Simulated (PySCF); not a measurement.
Two species compared at the same levels of theory.

First species: C₃H₁₁ClSi₂.
SMILES: `[SiH2](CCl)[SiH2]CC`

Second species: C₃H₁₁ClSi₂.
Geometry (GFN2-xTB, Å), atoms numbered from 1 in this order:
```xyz
17
C3H11ClSi2 angstrom
C     -1.0895   -1.3750    0.3209
C     -1.0297    0.1503    0.3800
C     -1.4026    0.7471   -0.9746
Si     0.6986    0.7682    0.9443
Si     2.4113   -0.0060   -0.4144
Cl     0.9504    0.1453    2.8725
H     -2.0863   -1.7086    0.0346
H     -0.3819   -1.7609   -0.4117
H     -0.8526   -1.8102    1.2896
H     -1.7794    0.4825    1.1079
H     -1.4079    1.8338   -0.9306
H     -2.3934    0.4152   -1.2822
H     -0.6908    0.4408   -1.7392
H      0.6092    2.2336    1.0431
H      3.2970    1.0849   -0.8291
H      3.2460   -1.0227    0.2285
H      1.8946   -0.6063   -1.6496
```

Levels: CAM-B3LYP/def2-SVPD for dipole moment, HOMO energy, LUMO energy, HOMO–LUMO gap, static isotropic polarisability and electronic spatial extent ⟨r²⟩ about the centre of nuclear charge; TDDFT CAM-B3LYP/def2-SVPD for lowest singlet excitation; TDA CAM-B3LYP/def2-SVPD for lowest triplet excitation (Tamm–Dancoff); GFN2-xTB for rotational constant A and rotational constant C. Geometries: GFN2-xTB. All species are isolated and taken at one optimised geometry, non-relativistic unless stated. Electronic properties by PySCF.

The conformers computed, where there is a choice (atom-mapped SMILES and torsion angles):
- `[CH3:1][CH2:2][SiH2:3][SiH2:4][CH2:5][Cl:6]`: C1–C2–Si3–Si4 -64°, C2–Si3–Si4–C5 151°, Si3–Si4–C5–Cl6 178°
- `[CH3:1][CH:2]([CH3:3])[Si@H:4]([SiH3:5])[Cl:6]`: C1–C2–Si4–Si5 57°

```json
{"property": "dipole moment", "column X": "1.75 D", "column Y": "2.48 D"}
{"property": "HOMO energy", "column X": "-9.21 eV", "column Y": "-9.06 eV"}
{"property": "LUMO energy", "column X": "0.47 eV", "column Y": "0.42 eV"}
{"property": "HOMO–LUMO gap", "column X": "9.68 eV", "column Y": "9.48 eV"}
{"property": "lowest singlet excitation", "column X": "6.36 eV", "column Y": "6.38 eV"}
{"property": "lowest triplet excitation (Tamm–Dancoff)", "column X": "5.78 eV", "column Y": "5.69 eV"}
{"property": "static isotropic polarisability", "column X": "104.9 au", "column Y": "108.3 au"}
{"property": "electronic spatial extent ⟨r²⟩ about the centre of nuclear charge", "column X": "1335 bohr²", "column Y": "1939 bohr²"}
{"property": "rotational constant A", "column X": "1.728 GHz", "column Y": "4.604 GHz"}
{"property": "rotational constant C", "column X": "0.975 GHz", "column Y": "0.575 GHz"}
```

**Question.** Which column belongs to which species?

**Answer.** Column X is the second species and column Y the first. The first has 17 atoms and 74 electrons, the second 17 and 74.

**Question.** How does each property change from the first species to the second?

**Answer.** dipole moment -0.73 D; HOMO energy -0.15 eV; LUMO energy +0.05 eV; HOMO–LUMO gap +0.20 eV; lowest singlet excitation -0.02 eV; lowest triplet excitation (Tamm–Dancoff) +0.09 eV; static isotropic polarisability -3.4 au; electronic spatial extent ⟨r²⟩ about the centre of nuclear charge -604 bohr²; rotational constant A -2.876 GHz; rotational constant C +0.400 GHz.

On the first: No computed singlet falls in the visible range (750 to 380 nm, 1.65 to 3.26 eV); S1 lies 3.12 eV above its blue end. The polarisability is 16.05 Å³ as a volume (1 au = 0.148185 Å³), or 1.46 au for each of the 74 electrons.

On the second: In atomic units the dipole is 0.69 e·bohr (1 au = 2.5417 D). The 8 singlets span 6.36 to 8.24 eV, and their oscillator strengths add up to 0.43. GFN2-xTB frequencies show an imaginary mode (35i cm⁻¹), so this geometry is no minimum at that level.
